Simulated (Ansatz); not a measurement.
Calculated with Ansatz (gas phase, PBE0-D4/def2-TZVP geometries, no zero-point term in ΔE). CBS: MP2 limit from def2 TZ/QZ plus the TZ coupled-cluster correction, frozen cores. This one scheme is used for every species. DFT in def2-TZVPP. B3LYP here is the variant with VWN-RPA as its local correlation; programs differ in this. Each species was taken in one conformer, which may not be the lowest.

`CCBNC` + H₂S → `CNBS` + `CC`  (ligand exchange at a B–C bond)

`CCBNC`:

Z-matrix (Å, degrees):
```
C
C 1 1.523
H 1 1.095 2 111.5
H 1 1.095 2 111.5 3 120.1
H 1 1.093 2 112.2 3 -120.0
B 2 1.573 1 117.0 3 -59.9
H 2 1.098 1 110.0 3 176.9
H 2 1.099 1 110.0 3 63.2
N 6 1.389 2 122.0 1 0.4
H 6 1.204 2 120.8 1 -179.7
C 9 1.443 6 127.1 2 179.9
H 9 1.009 6 119.0 2 -0.0
H 11 1.090 9 109.0 6 0.3
H 11 1.095 9 111.7 6 119.8
H 11 1.095 9 111.7 6 -119.2
```

H₂S:

Cartesian coordinates in Å:
```
S -0.021 -0.380 0.489
H -0.167 -0.557 -0.833
H 0.188 0.937 0.344
```

`CNBS`:

Cartesian coordinates in Å:
```
C 1.432 -0.236 0.580
N -0.005 -0.095 0.556
B -0.777 0.171 -0.567
S -2.584 0.318 -0.412
H 1.900 0.512 1.226
H 1.734 -1.228 0.932
H 1.819 -0.102 -0.430
H -0.445 -0.206 1.457
H -0.252 0.303 -1.633
H -2.822 0.562 -1.708
```

`CC`:

Z-matrix (Å, degrees):
```
C
C 1 1.519
H 1 1.093 2 111.4
H 1 1.093 2 111.4 3 120.0
H 1 1.093 2 111.4 3 -120.0
H 2 1.093 1 111.4 3 180.0
H 2 1.093 1 111.4 3 -60.0
H 2 1.093 1 111.4 3 60.0
```

```tsv
level	ΔE (kcal/mol)	difference from CCSD(T)/CBS
PBE-D4	-17.2	-1.1
r2SCAN-D4	-17.5	-1.4
PBE0-D4	-17.1	-1.0
B3LYP-D4	-16.8	-0.7
ωB97M-V	-15.9	0.2
B2PLYP	-17.3	-1.2
B3LYP	-17.5	-1.4
HF/def2-TZVPP	-17.6	-1.5
MP2/def2-TZVPP	-17.0	-0.9
SCS-MP2/def2-TZVPP	-16.8	-0.7
CCSD/def2-TZVPP	-15.8	0.3
CCSD(T)/def2-TZVPP	-16.0	0.1
HF/def2-QZVPP	-17.4	-1.3
SCS-MP2/def2-QZVPP	-16.9	-0.8
MP2/CBS(def2)	-17.1	-1.0
CCSD/CBS(def2)	-15.9	0.2
CCSD(T)/CBS	-16.1	0
```

Largest T1 diagnostic among the species: 0.012.
